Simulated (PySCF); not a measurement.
Tin: a sound run and one with changed settings

Sound run: Sn [Kr] 4d10 5s2 5p2, Sn⁺ [Kr] 4d10 5s2 5p1. Calculation: PySCF 2.14, in def2-SVP with the def2 core potential (28 electrons) (4s4p2d, 26 functions); scalar relativity through the core potential. The sound run starts from symmetry-adapted Hartree-Fock orbitals and uses a fine grid where one is needed.

A second run was set up differently.

```json
{"species": "Sn", "method": "UHF", "sound run (hartree)": "-213.33613", "changed run (hartree)": "-213.33613", "converged": "yes"}
{"species": "Sn", "method": "TPSS", "sound run (hartree)": "-214.15705", "changed run (hartree)": "-214.15389", "converged": "yes"}
{"species": "Sn", "method": "BP86", "sound run (hartree)": "-214.36448", "changed run (hartree)": "-214.36170", "converged": "yes"}
{"species": "Sn⁺", "method": "UHF", "sound run (hartree)": "-213.08429", "changed run (hartree)": "-213.08429", "converged": "yes"}
{"species": "Sn⁺", "method": "TPSS", "sound run (hartree)": "-213.89065", "changed run (hartree)": "-213.88556", "converged": "yes"}
{"species": "Sn⁺", "method": "BP86", "sound run (hartree)": "-214.09323", "changed run (hartree)": "-214.09000", "converged": "yes"}
```

Ionisation energy of Sn:

```tsv
method	sound run (eV)	changed run (eV)
UHF	6.853	6.853
TPSS	7.249	7.302
BP86	7.381	7.393
```

(1) What was changed?
A. level shift left on
B. minimal basis
C. too few SCF iterations
D. radial grid too coarse

Answers

(1) D. It used radial step 0.5 in ln r (0.13 in the sound run). A coarse radial grid mis-integrates the density and the exchange-correlation energy, with errors of either sign; Hartree-Fock needs no grid.
